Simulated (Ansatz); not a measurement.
GeHBr3⁺. The state is a doublet with charge 1. Geometry r2SCAN-D4/def2-SVP, that of the neutral singlet; atoms count from 1.

```tsv
atom	x (Å)	y (Å)	z (Å)
Ge1	-0.010	0.158	0.019
H2	-0.107	1.672	0.201
Br3	-0.861	-0.432	-2.029
Br4	-1.208	-0.899	1.667
Br5	2.186	-0.498	0.142
```

Estimate the Mulliken populations from the PBE0/def2-TZVP orbitals of Ansatz.


| atom | charge (e) | spin (α − β) |
| --- | --- | --- |
| Ge1 | 0.59 | -0.07 |
| H2 | 0.18 | 0.00 |
| Br3 | 0.08 | 0.36 |
| Br4 | 0.08 | 0.36 |
| Br5 | 0.08 | 0.36 |
Mulliken values depend strongly on the basis.

Where does the spin sit?

Summed by element: Ge -0.07, H 0.00, Br 1.08, of 1 unpaired in all. Largest on single atoms: Br3 0.36, Br4 0.36, Br5 0.36.

And the Mayer bond orders between heavy atoms (over 0.3)?

Ge1–Br3 1.02 (2.29 Å); Ge1–Br4 1.02 (2.29 Å); Ge1–Br5 1.02 (2.29 Å).
